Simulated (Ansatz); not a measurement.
Coupled-cluster run, C₄H₁₆BNSi₂, SMILES `BN([SiH2]C)[Si](C)(C)C`.

```yaml
crystal:
  periodic: [false, false, false]
  atoms:
    - {symbol: B, position_ang: [0.161699, -1.010536, -1.973579]}
    - {symbol: N, position_ang: [-0.177566, -0.612976, -0.669872]}
    - {symbol: Si, position_ang: [-0.593627, -1.913068, 0.436673]}
    - {symbol: C, position_ang: [0.925943, -2.809026, 1.033753]}
    - {symbol: Si, position_ang: [-0.157319, 1.066768, -0.116427]}
    - {symbol: C, position_ang: [0.606456, 2.170355, -1.410132]}
    - {symbol: C, position_ang: [-1.912808, 1.605533, 0.228387]}
    - {symbol: C, position_ang: [0.857995, 1.143364, 1.453920]}
    - {symbol: H, position_ang: [0.489755, -0.212490, -2.805302]}
    - {symbol: H, position_ang: [0.126047, -2.179771, -2.260959]}
    - {symbol: H, position_ang: [-1.305820, -1.310008, 1.598854]}
    - {symbol: H, position_ang: [-1.522963, -2.854441, -0.238038]}
    - {symbol: H, position_ang: [1.464611, -3.250011, 0.191586]}
    - {symbol: H, position_ang: [0.656554, -3.611872, 1.724989]}
    - {symbol: H, position_ang: [1.601958, -2.124357, 1.551427]}
    - {symbol: H, position_ang: [0.023900, 2.182894, -2.333304]}
    - {symbol: H, position_ang: [0.650063, 3.193518, -1.024993]}
    - {symbol: H, position_ang: [1.623595, 1.859865, -1.659060]}
    - {symbol: H, position_ang: [-2.517908, 1.556888, -0.680671]}
    - {symbol: H, position_ang: [-2.385408, 0.971308, 0.982190]}
    - {symbol: H, position_ang: [-1.937601, 2.635758, 0.594444]}
    - {symbol: H, position_ang: [1.886544, 0.821000, 1.271179]}
    - {symbol: H, position_ang: [0.892062, 2.167572, 1.835791]}
    - {symbol: H, position_ang: [0.438738, 0.513235, 2.242546]}
basis:
  gaussian: {orbitals: def2-SVP}
correlation: {method: ccsd_t}
```

```sh
$ ansatz run in.yaml --threads 5 --pin off --events-out ev --progress --plain --max-ram 66560MiB --backend cuda --devices 0, --max-vram 37GiB
```

Output of Ansatz, abridged:

```
Functional definition: HF
2034 factors; integrals over basis functions are off by at most 1.2e-3 eV
mean field evaluation 1: about -22240.8220 eV, gradient 4.6e1 eV
mean field evaluation 2: about -22240.8966 eV, gradient 4.6e1 eV
mean field evaluation 4: about -22246.7564 eV, gradient 5.5e0 eV
mean field evaluation 8: about -22246.8506 eV, gradient 2.3e-1 eV
mean field evaluation 16: about -22246.7605 eV, gradient 1.6e0 eV
mean field -22246.85081587 eV, -817.5566880263 hartree, gradient 1.5e-6 eV, S^2 0.000000; 0 other end points of the search recorded, 0 dependent functions left out
16 core orbitals not correlated: weight in the atoms' cores, before any rotation towards them, 1.000 or more for the frozen orbitals, at most 0.000 for the correlated occupied ones
reference -22246.85081587 eV, -817.5566880263 hartree; 24, 24 occupied and 160, 160 virtual orbitals, 2034 factors
second order -28.17725094 eV of doubles, -0.00000000 eV of singles
cycle   1  -30.15887849 eV  change    -2.0e0 eV  update   1.2e-1
cycle   2  -31.00078046 eV  change   -8.4e-1 eV  update   3.4e-2
cycle   3  -31.13587683 eV  change   -1.4e-1 eV  update   1.5e-2
cycle   4  -31.13337904 eV  change    2.5e-3 eV  update   4.7e-3
cycle   5  -31.13318681 eV  change    1.9e-4 eV  update   2.1e-3
cycle   6  -31.13270654 eV  change    4.8e-4 eV  update   7.0e-4
cycle   7  -31.13260441 eV  change    1.0e-4 eV  update   2.3e-4
cycle   8  -31.13262206 eV  change   -1.8e-5 eV  update   6.9e-5
cycle   9  -31.13259954 eV  change    2.3e-5 eV  update   1.9e-5
perturbative correction -0.92643598 eV, -0.0340458942 hartree
Total energy: -22278.90985139 eV, -818.7348358512 hartree
```

Run time 10 s (5 threads of an AMD EPYC 7R13 on a shared host and a share of an NVIDIA H100 80 GB); peak host memory 0.8 GiB.

MP2 recovers 87.9 % of the CCSD(T) correlation energy and the triples give 2.9 %; T1 = 0.0108.
